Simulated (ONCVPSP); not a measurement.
Li ONCV: all-electron and pseudo phase curves

* Element: Li (Z = 3)
* Generator: ONCVPSP 4.0.1
* Type: optimised norm-conserving Vanderbilt (ONCV)
* Functional: LDA (Perdew-Zunger)
* Relativity: scalar-relativistic
* Frozen core: [He]
* Valence charge: 1
* Reference configuration: 2s0.75 2p0.25
* Partial waves: 2s: rc 2.35 bohr, ncon 3, nbas 7, qcut 3.1 1/bohr, 2 projectors, debl 3.8 Ha; 2p: rc 4.00 bohr, ncon 4, nbas 9, qcut 2 1/bohr, 2 projectors, debl 3.4 Ha; d scattering state at 0.22 Ha: rc 3.15 bohr, ncon 4, nbas 8, qcut 2.8 1/bohr, 1 projector
* Local potential: polynomial inside 1.75 bohr (lpopt 4, dvloc0 0 Ha)
* Core correction: Teter function, fcfact 4.25, rcfact 1.4

The phase is arctan(r·R′/R) of the radial function R(r), unwrapped; energies in Ha, scanned from -2 to 5 Ha. A pole is an energy at which the radial function vanishes at the test radius. The pseudo phase is shifted by a multiple of π to meet the all-electron one at the reference energy, and phase errors are pseudo minus all-electron; the curves can meet again beyond the range given. Levels narrower than the energy grid can be missing from the lists of poles.

```csv
channel,radius (bohr),reference energy (Ha),"poles, all-electron","poles, pseudo",unbroken range about the reference energy with phases within 0.05 rad,phase error 1 Ha above the reference energy (rad)
s,2.39,-0.11,"-1.88, 1.12","1.04, 4.60",-1.8 to 1.7,-0.017
p,4.07,-0.05,"0.17, 1.16, 2.79","0.36, 2.65, 3.48",-0.1 to 0.1,+2.908
d,3.20,0.22,"1.17, 3.37","1.18, 3.40",below 1.8,+0.005
```

Note: no bound ghost flagged; GHOST(+) flagged for s at 135.4 eV, p at 169.6 eV.

Phases in the p channel:

```csv
E (Ha),all-electron,pseudo
-1.98,1.426,1.440
-1.62,1.408,1.426
-1.26,1.380,1.405
-0.90,1.332,1.369
-0.54,1.223,1.284
-0.18,0.521,0.651
0.18,-1.584,-1.466
0.54,-3.448,-1.627
0.90,-4.596,-1.706
1.26,-4.751,-1.815
1.62,-4.987,-2.269
1.98,-7.458,-4.368
2.34,-7.760,-4.637
2.70,-7.839,-4.722
3.06,-7.901,-4.778
3.42,-8.010,-4.896
3.78,-9.471,-8.021
4.14,-10.834,-8.144
4.50,-10.933,-8.518
4.86,-10.978,-10.074
```
